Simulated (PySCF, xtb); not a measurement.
Ge(OH)4 (GeH₄O₄), SMILES [OH][Ge]([OH])([OH])[OH]. One conformer was computed; it need not be the lowest.

Harmonic wavenumbers (cm⁻¹) from xtb 6.7.1 with GFN2-xTB at its own minimum, in rising order: 168, 170, 194, 195, 232, 233, 237, 277, 303, 562, 603, 606, 607, 804, 831, 832, 834, 3652, 3652, 3653, 3659.

What does PBE-D3(BJ)/def2-SVP run with PySCF give at its own minimum? (Estimate from the structure and the level; the computed values follow.)

150, 162, 210, 214, 214, 251, 275, 275, 328, 657, 708, 724, 724, 879, 902, 917, 917, 3721, 3721, 3722, 3723. Paired by order, the mean absolute difference is 56 cm⁻¹ and the zero-point energies are 31.9 and 33.4 kcal/mol.
